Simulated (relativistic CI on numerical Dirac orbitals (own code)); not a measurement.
**Charge states of gold**

Method of calculation: Dirac-Coulomb-Breit CI, orbitals from a KLI potential per configuration, QED by a radiative potential, valence Slater integrals scaled by 0.9 (own radial code, finite nucleus).

Each species is treated in one configuration, given outside its closed core. Radial values are for the open shell of highest l, unscaled and averaged over j; ζ includes the Breit term. Labels give the leading LS character, summed over repeated terms.

```csv
Ion,Configuration,Its lowest level,LS weight (%),Next level,E (cm⁻¹),⟨r⟩ (bohr),⟨r²⟩ (bohr²),g_J,g√(J(J+1))
Au72+,2s²2p³,?,?,?,?,?,?,?,?
Au73+,2s²2p²,³P0,68,³P1,1.548e+07,0.06099,0.00455,,0.00
Au74+,2s²2p,²P°1/2,100,²P°3/2,1.6008e+07,0.06065,0.004498,0.607,0.53
Au75+,2s²,¹S0,100,,,,,,0.00
Au76+,2s,²S1/2,100,,,0.06732,0.005403,1.942,1.68
Au77+,1s²,¹S0,100,,,,,,0.00
```

Problem. Fill in the row of Au72+.

Solution. Its lowest level J = 3/2 (mixed); LS weight (%) 49; Next level ⁴S°3/2; E (cm⁻¹) 1.5256e+07; ⟨r⟩ (bohr) 0.06134; ⟨r²⟩ (bohr²) 0.004605; g_J 1.302; g√(J(J+1)) 2.52.
